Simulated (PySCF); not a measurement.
trans-1,4-dimethylcyclohexane, C8H16.
Numbering: `[CH3:1][C@H:2]1[CH2:3][CH2:4][C@H:5]([CH3:6])[CH2:7][CH2:8]1` (hydrogens: H9, H10, H11 on C1; H12 on C2; H13, H14 on C3; H15, H16 on C4; H17 on C5; H18, H19, H20 on C6; H21, H22 on C7; H23, H24 on C8)

Geometry (PBE0-D3(BJ)/def2-SVP, Å), atoms numbered from 1 in this order:
```
atom  x, y, z in Å
C1    -2.9287    0.3855   -0.0608
C2    -1.4662    0.1031   -0.3684
C3    -0.5933    1.3424   -0.1727
C4     0.8769    1.0652   -0.4597
C5     1.4219   -0.0937    0.3746
C6     2.8844   -0.3761    0.0671
C7     0.5490   -1.3330    0.1789
C8    -0.9211   -1.0558    0.4660
H9    -3.0569    0.6841    0.9930
H10   -3.3219    1.2015   -0.6872
H11   -3.5558   -0.5034   -0.2327
H12   -1.3877   -0.1912   -1.4332
H13   -0.7035    1.6901    0.8718
H14   -0.9597    2.1647   -0.8101
H15    1.4793    1.9720   -0.2826
H16    1.0012    0.8177   -1.5308
H17    1.3434    0.2006    1.4395
H18    3.0125   -0.6755   -0.9866
H19    3.5114    0.5130    0.2381
H20    3.2779   -1.1915    0.6940
H21    0.6592   -1.6805   -0.8656
H22    0.9155   -2.1552    0.8162
H23   -1.0454   -0.8082    1.5371
H24   -1.5236   -1.9625    0.2889
```

Method: TDDFT CAM-B3LYP/def2-SVPD, vertical, gas phase, core orbitals frozen in the response (PySCF 2.14.0, density-fitted response routines).

Transition dipole moments from the ground state, in atomic units and in the frame of the coordinates above (overall signs are arbitrary), for the states with f of 0.002 or more among the lowest 10:

| state | E (eV) | μx | μy | μz |
| --- | --- | --- | --- | --- |
| S2 | 8.526 | -0.025 | -0.184 | 0.049 |
| S4 | 8.744 | -0.075 | -0.555 | 0.148 |
| S5 | 8.759 | -0.257 | 0.062 | 0.102 |
| S6 | 8.848 | 0.448 | -0.012 | 0.181 |
| S8 | 8.885 | -0.131 | 0.002 | -0.059 |
| S9 | 9.008 | -0.030 | -0.284 | 0.080 |
| S10 | 9.016 | -0.621 | 0.000 | -0.302 |

**Question.** Work out the oscillator strengths.

**Answer.** f = (2/3) ΔE |μ|² with ΔE in hartree (27.2114 eV).

| state | \|μ\|² (au) | \|μ\| (D) | f |
| --- | --- | --- | --- |
| S2 | 0.037 | 0.49 | 0.008 |
| S4 | 0.335 | 1.47 | 0.072 |
| S5 | 0.080 | 0.72 | 0.017 |
| S6 | 0.233 | 1.23 | 0.051 |
| S8 | 0.021 | 0.36 | 0.004 |
| S9 | 0.088 | 0.75 | 0.019 |
| S10 | 0.477 | 1.75 | 0.105 |

**Question.** Label these states by symmetry in C2h.

**Answer.** From a totally symmetric ground state, an allowed state transforms like the component of the dipole operator along its μ. Polarised along the twofold axis, so Au: S2, S4 and S9. Polarised across the twofold axis, so Bu: S5, S6, S8 and S10.

**Question.** What angle do the transition dipoles of S6 and S10 make?

**Answer.** |cos θ| = |μa·μb| / (|μa| |μb|) = 1.00, so θ ≈ 4° (taken between 0 and 90°, since the signs are arbitrary).

**Question.** What peak molar absorption coefficient would the strongest computed level give as a lone Gaussian band 0.4 eV wide at half height?

**Answer.** ε(max) = 2.175×10⁸ f / FWHM, with the width in cm⁻¹. S10: 2.175×10⁸ × 0.1053 / 3226 ≈ 7100 L mol⁻¹ cm⁻¹.

The vertical ionisation energy (ΔSCF) is 10.23 eV, 1.21 eV above S10.

One conformer stands for the species.

Without π bonds the low states may be Rydberg-like; a valence basis with one diffuse set may place them up to an eV too high.
